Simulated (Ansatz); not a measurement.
Reaction (redistribution): `[OH][AlH][SH]` + `[OH][SnH2][AlH2]` → `[OH][AlH][AlH2]` + `[OH][SnH2][SH]`

Calculated with Ansatz (gas phase, PBE0-D4/def2-TZVP geometries, no zero-point term in ΔE). CCSD(T)/CBS adds triple-zeta CCSD(T) − MP2 to the extrapolated MP2 energy (def2 sets, frozen cores). Functionals use def2-TZVPP. B3LYP here is the variant with VWN-RPA as its local correlation; programs differ in this. HSE06 is defined as in plane-wave codes. def2 core potentials past Kr. For Sn outer-core shells are correlated without core-valence functions, which leaves a few kJ/mol of doubt a bond. One conformer a species, not always the lowest.

`[OH][AlH][SH]`:

Z-matrix (Å, degrees):
```
Al
S 1 2.186
O 1 1.690 2 122.3
H 1 1.569 2 119.3 3 -179.9
H 2 1.344 1 94.2 3 -0.1
H 3 0.955 1 126.2 2 0.1
```

`[OH][SnH2][AlH2]`:

Cartesian coordinates in Å:
```
O -0.573 -1.689 1.224
Sn -0.334 -0.757 -0.512
Al 0.438 1.760 -0.050
H 0.214 -1.658 1.773
H 0.783 -1.696 -1.425
H -1.881 -0.963 -1.207
H 1.180 2.098 1.312
H 0.173 2.907 -1.114
```

`[OH][AlH][AlH2]`:

```xyz
7

O     0.634   -0.551    1.832
Al   -0.431   -0.640    0.502
Al    0.173    0.970   -1.430
H     0.533   -1.090    2.616
H    -1.642   -1.677    0.603
H     1.141    0.534   -2.620
H    -0.408    2.454   -1.504
```

`[OH][SnH2][SH]`:

Cartesian coordinates in Å:
```
O -1.358 0.997 0.406
Sn -0.210 -0.582 0.196
S 1.967 0.146 -0.501
H -0.929 1.704 0.893
H 0.016 -1.352 1.700
H -1.013 -1.484 -0.998
H 1.527 0.572 -1.696
```

```json
{"level": "LDA (SPW92)", "ΔE (kcal/mol)": "20.2", "difference from CCSD(T)/CBS": "0.0"}
{"level": "PBE-D4", "ΔE (kcal/mol)": "19.1", "difference from CCSD(T)/CBS": "-1.1"}
{"level": "revPBE-D4", "ΔE (kcal/mol)": "18.8", "difference from CCSD(T)/CBS": "-1.4"}
{"level": "BLYP-D4", "ΔE (kcal/mol)": "19.9", "difference from CCSD(T)/CBS": "-0.3"}
{"level": "r2SCAN-D4", "ΔE (kcal/mol)": "21.3", "difference from CCSD(T)/CBS": "1.1"}
{"level": "B97M-V", "ΔE (kcal/mol)": "19.9", "difference from CCSD(T)/CBS": "-0.3"}
{"level": "PBE0-D4", "ΔE (kcal/mol)": "19.5", "difference from CCSD(T)/CBS": "-0.7"}
{"level": "B3LYP-D4", "ΔE (kcal/mol)": "20.3", "difference from CCSD(T)/CBS": "0.1"}
{"level": "r2SCAN0-D4", "ΔE (kcal/mol)": "21.4", "difference from CCSD(T)/CBS": "1.2"}
{"level": "HSE06-D4", "ΔE (kcal/mol)": "19.5", "difference from CCSD(T)/CBS": "-0.7"}
{"level": "BHLYP-D4", "ΔE (kcal/mol)": "20.6", "difference from CCSD(T)/CBS": "0.4"}
{"level": "CAM-B3LYP-D4", "ΔE (kcal/mol)": "20.5", "difference from CCSD(T)/CBS": "0.3"}
{"level": "ωB97X-V", "ΔE (kcal/mol)": "19.4", "difference from CCSD(T)/CBS": "-0.8"}
{"level": "ωB97M-V", "ΔE (kcal/mol)": "21.8", "difference from CCSD(T)/CBS": "1.6"}
{"level": "B2PLYP", "ΔE (kcal/mol)": "20.7", "difference from CCSD(T)/CBS": "0.5"}
{"level": "PBE-QIDH", "ΔE (kcal/mol)": "20.4", "difference from CCSD(T)/CBS": "0.2"}
{"level": "PBE", "ΔE (kcal/mol)": "19.1", "difference from CCSD(T)/CBS": "-1.1"}
{"level": "revPBE", "ΔE (kcal/mol)": "18.8", "difference from CCSD(T)/CBS": "-1.4"}
{"level": "BLYP", "ΔE (kcal/mol)": "19.9", "difference from CCSD(T)/CBS": "-0.3"}
{"level": "r2SCAN", "ΔE (kcal/mol)": "21.3", "difference from CCSD(T)/CBS": "1.1"}
{"level": "PBE0", "ΔE (kcal/mol)": "19.5", "difference from CCSD(T)/CBS": "-0.7"}
{"level": "B3LYP", "ΔE (kcal/mol)": "20.3", "difference from CCSD(T)/CBS": "0.1"}
{"level": "r2SCANh", "ΔE (kcal/mol)": "21.4", "difference from CCSD(T)/CBS": "1.2"}
{"level": "r2SCAN0", "ΔE (kcal/mol)": "21.4", "difference from CCSD(T)/CBS": "1.2"}
{"level": "HSE06", "ΔE (kcal/mol)": "19.5", "difference from CCSD(T)/CBS": "-0.7"}
{"level": "BHLYP", "ΔE (kcal/mol)": "20.6", "difference from CCSD(T)/CBS": "0.4"}
{"level": "RPA@PBE/def2-TZVPP", "ΔE (kcal/mol)": "18.8", "difference from CCSD(T)/CBS": "-1.4"}
{"level": "HF/def2-SVP", "ΔE (kcal/mol)": "20.5", "difference from CCSD(T)/CBS": "0.3"}
{"level": "MP2/def2-SVP", "ΔE (kcal/mol)": "20.7", "difference from CCSD(T)/CBS": "0.5"}
{"level": "CCSD/def2-SVP", "ΔE (kcal/mol)": "20.0", "difference from CCSD(T)/CBS": "-0.2"}
{"level": "CCSD(T)/def2-SVP", "ΔE (kcal/mol)": "19.9", "difference from CCSD(T)/CBS": "-0.3"}
{"level": "HF/def2-TZVPP", "ΔE (kcal/mol)": "19.6", "difference from CCSD(T)/CBS": "-0.6"}
{"level": "MP2/def2-TZVPP", "ΔE (kcal/mol)": "21.5", "difference from CCSD(T)/CBS": "1.3"}
{"level": "SCS-MP2/def2-TZVPP", "ΔE (kcal/mol)": "20.6", "difference from CCSD(T)/CBS": "0.4"}
{"level": "CCSD/def2-TZVPP", "ΔE (kcal/mol)": "20.0", "difference from CCSD(T)/CBS": "-0.2"}
{"level": "CCSD(T)/def2-TZVPP", "ΔE (kcal/mol)": "19.9", "difference from CCSD(T)/CBS": "-0.3"}
{"level": "HF/def2-QZVPP", "ΔE (kcal/mol)": "19.4", "difference from CCSD(T)/CBS": "-0.8"}
{"level": "MP2/def2-QZVPP", "ΔE (kcal/mol)": "21.6", "difference from CCSD(T)/CBS": "1.4"}
{"level": "HF/CBS(def2)", "ΔE (kcal/mol)": "19.3", "difference from CCSD(T)/CBS": "-0.9"}
{"level": "MP2/CBS(def2)", "ΔE (kcal/mol)": "21.8", "difference from CCSD(T)/CBS": "1.6"}
{"level": "CCSD(T)/CBS", "ΔE (kcal/mol)": "20.2", "difference from CCSD(T)/CBS": "0"}
```

Problem. What do rigid-rotor, harmonic-oscillator terms from PBE0-D4/def2-TZVP frequencies (298.15 K, 1 bar) make of the CCSD(T)/CBS value? (Estimate.)

Solution. Ansatz gave: ΔZPE = 0.0 kcal/mol, ΔH = +20.1 kcal/mol, ΔS = -3 J/(mol·K), ΔG = +20.3 kcal/mol.

Largest T1 diagnostic among the species: 0.014.

Leaving LDA and LC-ωPBE aside and taking each functional with its dispersion term where it has one, the values spread over 3.0 kcal/mol, from revPBE-D4 to ωB97M-V. LDA lies +1.1 kcal/mol from PBE without D4.
